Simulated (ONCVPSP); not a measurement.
## Sb: one change to an ONCV potential, before and after

- Element: Sb (Z = 51)
- Generator: ONCVPSP 4.0.1
- Type: optimised norm-conserving Vanderbilt (ONCV)
- Functional: PBE
- Relativity: fully relativistic
- Frozen core: [Kr] 4d10
- Valence charge: 5
- Reference configuration: 5s2 5p2 (charge +1)
- Partial waves: 5s: rc 1.70 bohr, ncon 3, nbas 6, qcut 3 1/bohr, 1 projector; 5p: rc 2.40 bohr, ncon 5, nbas 9, qcut 2.9 1/bohr, 2 projectors, debl 1.8 Ha; d scattering state at 0.38 Ha: rc 2.10 bohr, ncon 4, nbas 7, qcut 3.8 1/bohr, 2 projectors, debl 0.9 Ha
- Local potential: polynomial inside 1.30 bohr (lpopt 5, dvloc0 0 Ha)
- Core correction: Teter function, fcfact 3.25, rcfact 1.6

Open shells are filled in proportion to 2j + 1.

All-electron outer shells of the reference configuration (PBE, scalar-relativistic, ld1.x):

```json
{"shell": "4p", "level (eV)": "-110.31", "outermost node (bohr)": "0.39", "outermost maximum (bohr)": "0.76"}
{"shell": "4d", "level (eV)": "-42.01", "outermost node (bohr)": "0.38", "outermost maximum (bohr)": "0.84"}
{"shell": "5s", "level (eV)": "-20.64", "outermost node (bohr)": "0.95", "outermost maximum (bohr)": "1.88"}
{"shell": "5p", "level (eV)": "-11.99", "outermost node (bohr)": "1.04", "outermost maximum (bohr)": "2.24"}
```

Change: p: rc 2.8.

Cutoffs: the cutoffs (Ha) at which the residual kinetic energy of the hardest occupied pseudo-wave falls to 1 and 0.1 mHa per electron; they do not see the model core or the augmentation charge, which bear on the density cutoff. Errors are all-electron minus pseudo energies relative to the spin-unpolarised reference configuration.

Task: Predict the effect on cutoff, ghosts and configuration errors.

Result: The potential gets softer (19 Ha and 40 Ha → 19 Ha and 29 Ha); both files keep a bound ghost (d, s); the errors of the 4 common tests hardly move. A larger radius leaves more room for a smooth pseudo-wave, so fewer plane waves are needed.

| quantity | base | changed |
| --- | --- | --- |
| cutoff, loose | 19 Ha | 19 Ha |
| cutoff, tight | 40 Ha | 29 Ha |
| loose cutoff by channel | s 19 Ha, p 12 Ha | s 19 Ha, p 4.9 Ha |
| bound ghosts | s, d5/2, d3/2 | s, d5/2, d3/2 |
| GHOST(+) flags under 300 eV | p3/2 at 47.4 eV, p1/2 at 56.1 eV | p3/2 at 40.5 eV, p1/2 at 47.2 eV |
| error for 5s2 5p3, meV [ΔE -8.33 eV] | -40 | -41 |
| error for 5s2 5p1, meV [ΔE 15.99 eV] | -74 | -78 |
| error for 5s2 5p0, meV [ΔE 40.43 eV] | -356 | -381 |
| error for 5s2 5p2.5, meV [ΔE -5.06 eV] | -12 | -13 |
| s: phases at 1.72 bohr within 0.05 rad from the reference energy up to (Ha; the scan ends near 5) | 1.6 | 1.6 |
| d5/2: phases at 2.13 bohr within 0.05 rad from the reference energy up to (Ha; the scan ends near 5) | 4.4 | 4.4 |
| d3/2: phases at 2.13 bohr within 0.05 rad from the reference energy up to (Ha; the scan ends near 5) | 4.2 | 4.2 |
| rms error of d²Exc/dni dnj with the model core, mHa | 0.57 | 0.66 |

Base: The cutoffs count occupied waves only; projector 2 of the d channel, the hardest unoccupied one, needs 50 Ha at the loose tolerance. Changed file: The cutoffs count occupied waves only; projector 2 of the d channel, the hardest unoccupied one, needs 50 Ha at the loose tolerance. A true bound ghost makes a file unfit for plane-wave use even where its test errors are small: the radial tests pick states by their node count and pass the ghost by.
